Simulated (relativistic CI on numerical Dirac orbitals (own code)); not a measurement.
# V4+ in a cubic cluster: 3p photoemission with charge transfer

Computed with a charge-transfer multiplet model of a cubic metal-ligand cluster with up to 2 ligand holes, Slater and spin-orbit integrals from Dirac-Coulomb-Breit ions, Slater integrals scaled by 0.8. The parameters are those of a tetrahedral site (10Dq negative, t2 hopping the larger). The ground state mixes d1 with configurations of k ligand holes L, whose averages lie at kΔ + k(k − 1)U_dd/2; a core hole lowers each added d electron by U_cd. 20 K, Lorentzian 0.9 eV and Gaussian 0.8 eV FWHM.

Atomic integrals in eV (Slater integrals scaled, ζ unscaled), ground: F2dd 8.057, F4dd 5.049, zeta_d 0.029; with the core hole: F2dd 8.057, F4dd 5.049, zeta_d 0.033, zeta_core 0.604, F2cd 9.897, G1cd 12.128, G3cd 7.527. Where a configuration has fewer than two d electrons, the dd integrals are those of d2.

Cluster parameters (eV): U_dd = 4.9, U_cd = 6.1, 10Dq = -0.15, 10Dq(ligand) = 0, V(eg) = 1.6, V(t2g) = -2.72, final-state hopping factor = 0.8.

```tsv
Case	n_d	d1	d2L	d3L2	S
Δ = 2 eV	1.82	0.33	0.52	0.15	0.50
Δ = 3 eV	1.75	0.38	0.50	0.13	0.50
Δ = 4 eV	1.68	0.43	0.47	0.10	0.50
```

Weights, n_d and S are thermal averages at 20 K. Binding energies count from the first peak over 30 % of the highest in each spectrum, which can be another peak from case to case. The parameters are a model scan and need not match a compound or its usual spin state. Peaks in eV (height, largest 100):
- Δ = 2 eV: 0.0 (100), 2.7 (88), 13.9 (27), 18.2 (7)
- Δ = 3 eV: 0.0 (100), 0.6 (96), 2.8 (90), 8.4 (15), 13.9 (26), 18.5 (7)
- Δ = 4 eV: 0.0 (100), 0.8 (97), 2.9 (91), 6.6 (19), 8.9 (15), 12.0 (16), 13.8 (27), 18.8 (6)

For the case Δ = 3 eV, Δ = 3 eV is smaller than U_dd = 4.9 eV, the charge-transfer side of the Zaanen-Sawatzky-Allen scheme. With the core hole the configuration with one ligand hole lies at Δ − U_cd = -4.1, -3.1, -2.1 eV from the one without, in the order of the table; where this is negative the screened configuration lies lower, though the effective hopping of about 5.5 eV (from the holes of the mixed ground state) mixes the two strongly wherever it is as large as the gap.

With at most 2 ligand holes the space is cut while the next configuration still counts, so covalency is underestimated, and a final configuration with one more ligand hole, which can lie low, is missing from the spectra.
